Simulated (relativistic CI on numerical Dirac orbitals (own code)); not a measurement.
**One change at a time: Tc¹⁶⁺**

Base calculation: Dirac-Coulomb-Breit CI, orbitals from a KLI potential per configuration, QED by a radiative potential, unscaled Slater integrals.

Configuration list (outside the closed core [Ne]): 3s2 3p6 3d9, 3s2 3p5 3d10, 3s 3p6 3d10, 3s2 3p6 3d8 4s, 3s2 3p6 3d8 4p, 3s2 3p6 3d8 4d, 3s2 3p6 3d7 4s2, 3s2 3p6 3d8 4f, 3s2 3p6 3d7 4s 4p, 3s2 3p5 3d9 4s, 3s2 3p6 3d8 5s, 3s2 3p4 3d10 4s, 3s2 3p6 3d7 4p2, 3s2 3p6 3d8 5p, 3s2 3p6 3d7 4s 4d, 3s2 3p5 3d9 4p, 3s2 3p4 3d10 4p, 3s2 3p6 3d8 5d, 3s2 3p6 3d7 4p 4d, 3s2 3p6 3d8 5f, 3s2 3p6 3d8 5g, 3s2 3p4 3d10 4d, 3s2 3p5 3d8 4s2, 3s2 3p5 3d9 4d, 3s2 3p6 3d8 6s, 3s 3p5 3d10 4s, 3s2 3p6 3d7 4d2, 3s2 3p6 3d8 6p, 3s 3p6 3d9 4s, 3s2 3p5 3d8 4s 4p, 3s2 3p6 3d8 6d, 3s 3p5 3d10 4p, 3s 3p6 3d9 4p, 3s2 3p5 3d8 4p2, 3s2 3p5 3d9 4f, 3s2 3p5 3d8 4s 4d. Levels of other configurations are missing.

Variants: (1) non-relativistic limit; (2) one mean potential for all configurations. Shifts of the energy above 3s2 3p6 3d9 2D_5/2, in cm⁻¹, for the lowest level and the first level of each name with at least 55 % of one term (blank where a level changes its place among those of its configuration and J or its character, or is not in the variant):

```tsv
Level	Base	Δ(1)	Δ(2)
3s2 3p6 3d9 2D_5/2	0	0	0
3s2 3p6 3d9 2D_3/2	30890	-30890	+28
3s2 3p5 3d10 2P°_3/2	1400066	-44435	+469
3s2 3p5 3d10 2P°_1/2	1565397	-209766	+443
3s2 3p6 3d8 4s 4F_9/2	2047746	+89715	+8015
3s2 3p6 3d8 4s 4F_5/2	2077090	+60370	+8214
3s2 3p6 3d8 4s 4F_3/2	2079897	+57564	+8125
3s2 3p6 3d8 4s 4P_1/2	2122658	+63232	+7989
3s2 3p6 3d8 4s 4P_3/2	2127191	+58698	+8183
3s2 3p6 3d8 4s 2P_1/2	2139998	+61970	+8301
3s2 3p6 3d8 4s 2P_3/2	2143180	+58787	+8456
3s2 3p6 3d8 4s 2G_9/2	2144226	+67461	+8036
3s2 3p6 3d8 4s 2G_7/2	2144538	+67149	+8050
3s2 3p6 3d8 4s 2S_1/2	2239074	+61002	+7582
```

At this charge energies of transitions that change n are usually good to better than 1 %, and those within a shell (Δn = 0) to a few per cent.

Ionisation energy from the two ground configurations alone: base 655.823 eV. The NIST ASD value (theoretical) is 655 eV.

LS names give the leading component of a level, which can be under half, so a name can repeat, a term be missing and a line seem to break the LS rules.
